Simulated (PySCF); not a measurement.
Compound: C7H11ClN2.
Numbering: `[CH3:1][CH2:2][C@H:3]([CH3:4])[n:5]1[n:6][cH:7][cH:8][c:9]1[Cl:10]`

Probes without a nucleus sit at each ring's centroid and 1 Å off its mean plane on both sides; NICS is minus the shielding there, NICSzz its component along the normal. Level: GIAO PBE0/pcSseg-1 (PySCF, non-relativistic, gas phase) on the GFN2-xTB geometry, one conformer.

Ring bond lengths (Å), with Mayer bond orders in brackets: N5–N6 1.329 (1.21), N6–C7 1.318 (1.51), C7–C8 1.399 (1.34), C8–C9 1.378 (1.35), C9–N5 1.350 (1.10).

Problem. Give the NICS values of each ring in ppm.

Solution. 
```json
{"ring": "N5–N6–C7–C8–C9", "type": "5-membered ring with 2 N; formal bonds all aromatic", "NICS(0)": "-12.8", "NICS(1), two faces": "-11.1 / -11.0", "NICS(1)zz, two faces": "-28.0 / -27.9", "rms pucker (Å)": "0.00", "centre to ring atoms, mean (Å)": "1.15"}
```

Problem. What do they say, and how far can they be read as aromaticity?

Solution. 
- N5–N6–C7–C8–C9: mean NICS(1)zz -28.0 ppm, shielded. The ring is flat and has no four-coordinate atom; by the NICS criterion it is aromatic.

Problem. How equal are the bonds by HOMA? HOMA takes Krygowski's 1993 parameters.

Solution. 
- N5–N6–C7–C8–C9: HOMA 0.97; the largest term is that of N5–N6, α(R − Ropt)² = 0.05. The geometric and the magnetic index point the same way.

Problem. What are the shieldings of the ring atoms and their hydrogens in the same run (means over atoms taken as equivalent)?

Solution. 
```json
{"atoms": "N5", "environment": "pyrrole-type nitrogen", "σ isotropic (ppm)": "24.1"}
{"atoms": "N6", "environment": "pyridine-type nitrogen", "σ isotropic (ppm)": "-66.6"}
{"atoms": "C7", "environment": "aromatic CH next to a ring nitrogen", "σ isotropic (ppm)": "44.1"}
{"atoms": "C8", "environment": "aromatic CH carbon", "σ isotropic (ppm)": "77.6"}
{"atoms": "C9", "environment": "aromatic C–Cl carbon", "σ isotropic (ppm)": "51.3"}
{"atoms": "H on C7", "environment": "aromatic hydrogen", "σ isotropic (ppm)": "24.01"}
{"atoms": "H on C8", "environment": "aromatic hydrogen", "σ isotropic (ppm)": "25.45"}
```

Conformer computed: `[CH3:1][CH2:2][C@H:3]([CH3:4])[n:5]1[n:6][cH:7][cH:8][c:9]1[Cl:10]`: C1–C2–C3–C4 -175°, C2–C3–N5–N6 60°.
